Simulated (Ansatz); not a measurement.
C2H3AlO, SMILES `C#[C][AlH][OH]`, 7 atoms. Total charge 0; spin multiplicity 1. All runs use 2 threads of an Intel Xeon Platinum 8259CL on a shared host. Correlated methods freeze the cores. Open-shell runs search over several starts.

(1) How many basis functions does each run have, and how long does it take in Ansatz? UKS PBE0-D4/def2-TZVPP energy of the cation; UHF-MP2/def2-QZVPP energy of the cation; RHF-MP2/def2-QZVPP energy; RHF-CCSD(T)/def2-TZVPP energy; RKS PBE0-D4/def2-TZVP relaxation (5 steps); RKS ωB97M-V/def2-TZVPP energy and forces; RHF-CCSD(T)/def2-SVP energy; UHF-CCSD(T)/def2-TZVPP energy of the cation; RKS r2SCAN0-D4/def2-TZVPP energy; UKS B3LYP-D4/def2-TZVPP energy of the cation; UKS r2SCAN-D4/def2-TZVPP energy of the cation; UKS PBE-D4/def2-TZVPP energy of the cation. (An estimate is asked.)

## Answers

(1) Computed: Other jobs shared the machine, so times are rough.

```
                    level                   job  functions  wall time  peak host memory (GiB)
     RHF-CCSD(T)/def2-SVP                energy         75      2.9 s                    0.21
RKS r2SCAN0-D4/def2-TZVPP                energy        177        6 s                    0.37
   RKS ωB97M-V/def2-TZVPP     energy and forces        177       12 s                    0.44
       RHF-MP2/def2-QZVPP                energy        331       22 s                     1.1
    RKS PBE0-D4/def2-TZVP  relaxation (5 steps)        148       26 s                     0.3
   UKS PBE0-D4/def2-TZVPP  energy of the cation        177       30 s                    0.57
  UKS B3LYP-D4/def2-TZVPP  energy of the cation        177       36 s                    0.57
   RHF-CCSD(T)/def2-TZVPP                energy        177       39 s                     1.6
 UKS r2SCAN-D4/def2-TZVPP  energy of the cation        177       42 s                    0.48
    UKS PBE-D4/def2-TZVPP  energy of the cation        177       45 s                    0.42
   UHF-CCSD(T)/def2-TZVPP  energy of the cation        177    3.8 min                     3.8
       UHF-MP2/def2-QZVPP  energy of the cation        331    4.2 min                     1.3
```

B3LYP here is the variant with VWN-RPA as its local correlation; programs differ in this.
